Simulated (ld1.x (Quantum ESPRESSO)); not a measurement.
Transferability test, RRKJ potential for germanium (Ge)

- Element: Ge (Z = 32)
- Generator: ld1.x (Quantum ESPRESSO) 7.5
- Type: norm-conserving RRKJ (Kleinman–Bylander form)
- Functional: PBE
- Relativity: scalar-relativistic
- Frozen core: [Ar]
- Valence charge: 14
- Reference configuration: 3d10 4s2 4p1.5 (charge +0.5)
- Partial waves: 4p (bound): rc 2.10 bohr; 3d (bound): rc 0.75 bohr; 4s (bound): rc 1.40 bohr
- Local potential: the s channel
- Core correction: Bessel-smoothed model core inside 0.55 bohr

Energies are relative to the spin-unpolarised reference configuration 3d10 4s2 4p1.5; without spin polarisation the order of configurations can differ from experiment.

Problem. Give the all-electron excitation energy and the error of the potential for: 3d10 4s2 4p2; 3d10 4s2 4p1; 3d10 4s2 4p0; 3d9 4s2 4p3; 3d10 4s2 4p2.3; 3d10 4s1 4p2; 3d9 4s2 4p2.

Solution.

```tsv
valence configuration	charge	ΔE all-electron (eV)	error AE − PS (meV)
3d10 4s2 4p2	0	-2.802	+0.3
3d10 4s2 4p1	+1	4.642	-0.7
3d10 4s2 4p0	+2	20.081	-2.4
3d9 4s2 4p3	0	26.825	-1079
3d10 4s2 4p2.3	-0.3	-3.685	+0.2
3d10 4s1 4p2	+1	13.358	-6.4
3d9 4s2 4p2	+1	35.884	-986
```
